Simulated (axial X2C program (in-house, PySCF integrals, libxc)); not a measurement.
**BiS⁻ along the bond: PBE0, without spin–orbit coupling**

All values were computed with an in-house all-electron X2C program for linear molecules (integrals from PySCF). Spin-free means the one-electron spin-free X2C Hamiltonian. Basis: Bi dyall-acv3z [13s15p11d7f1g], S dyall-av3z [9s8p3d2f] (cores contracted in-house); Gaussian nuclei, density fitting, unrestricted open shells. Masses: Bi 208.980 u, S 31.972 u.

State: M_S = 1, Λ = 0 (beyond evenly filled blocks: π+α, π-α). Dipoles are positive if S is the positive end and refer to the centre of mass.

| R (Å) | μ (D) | HOMO (eV) | LUMO (eV) | ⟨S²⟩ |
| --- | --- | --- | --- | --- |
| 2.113 | -3.120 | 0.32 | 2.80 | 2.007 |
| 2.210 | -3.853 | 0.15 | 2.67 | 2.008 |
| 2.283 | -4.377 | 0.02 | 2.56 | 2.008 |
| 2.356 | -4.880 | -0.11 | 2.45 | 2.008 |
| 2.429 | -5.364 | -0.23 | 2.34 | 2.009 |
| 2.514 | -5.902 | -0.37 | 2.21 | 2.009 |
| 2.599 | -6.415 | -0.50 | 2.08 | 2.010 |
| 2.708 | -7.041 | -0.66 | 1.93 | 2.012 |
| 2.842 | -7.762 | -0.81 | 1.75 | 2.018 |
| 3.036 | -8.729 | -0.91 | 1.54 | 2.065 |

(1) The minimum lies at 2.393 Å. What is the dipole moment there?

The state is a single determinant with fixed occupations, the lowest that a limited PBE0 search found. Other states lie close and PBE0, whose exact exchange favours high spin, may order them wrongly; the determinant shown need not be the ground state. The nearest other spin-free determinant of the search, M_S = 0, Λ = 2, lies 0.55 eV up at the distance of the search. The highest occupied level of some functionals is positive through self-interaction error; at Hartree–Fock it is bound. Spin–orbit coupling changes these values markedly for this molecule (Re by over 0.02 Å or De by over 0.25 eV), so the spin-free numbers are a model. The LUMO of an anion is an unbound level whose energy the basis sets.

Results:

(1) At PBE0, spin-free, with the sign and origin stated: μ = -5.13 D.
